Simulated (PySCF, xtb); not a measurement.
1-bromo-2-chlorocyclobutene (C4H4BrCl), SMILES C1(Br)CCC=1Cl.

xtb with GFN2-xTB at its own geometry gives an orbital gap of 4.04 eV and a dipole moment of 3.61 D.

Geometry optimised at B3LYP-D3(BJ)/def2-SVP.

Problem. What does B3LYP/def2-TZVP in PySCF give? (An estimate is asked for; the answer gives what the named calculation found.)

Solution. gap 6.30 eV (levels -6.71 and -0.41 eV), dipole 2.09 D.
